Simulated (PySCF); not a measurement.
Polarisability and C₆ of Ti²⁺ (titanium, charge +2)

[Ar] 3d2, high-spin 3F determinant. Calculation: PySCF 2.14, in aug-cc-pVDZ (7s6p4d2f, 59 functions); the non-relativistic Hamiltonian (point nucleus). Coupled (time-dependent) response in atomic units; α is the mean over directions. A double-zeta set is small for polarisabilities.

```tsv
method	mean α (bohr³)	α xx, yy, zz	C₆ (like pair)	S(−4)
UHF	4.014	4.014, 4.014, 4.014	11.63	10.61
PBE	4.777	4.777, 4.777, 4.777	13.51	21.90
PBE0	4.460	4.460, 4.460, 4.460	12.72	16.70
BLYP	4.772	4.774, 4.774, 4.769	13.53	21.72
```

S(−4) is the Cauchy moment in α(ω) = α(0) + S(−4) ω² + …

α(iu) at PBE0:

| u (hartree) | α(iu) (bohr³) |
| --- | --- |
| 0 | 4.460 |
| 0.0500 | 4.419 |
| 0.100 | 4.306 |
| 0.200 | 3.952 |
| 0.300 | 3.569 |
| 0.500 | 2.947 |
| 0.750 | 2.401 |
| 1.00 | 1.995 |
| 1.50 | 1.408 |
| 2.00 | 1.017 |
| 3.00 | 0.5747 |
| 5.00 | 0.2440 |

A single London oscillator, α(iu) = α/(1 + u²/ω²), gives C₆ = (3/4) ω α². Matching the computed C₆ needs ω = 4 × 12.72 / (3 × 4.460²) = 0.853 hartree.

For an ion, C₆ is the dispersion term alone; charge-induced terms of lower order in 1/R come first.

The components differ because the open shell of this determinant is not spherical; for a pure term their mean is the scalar polarisability.
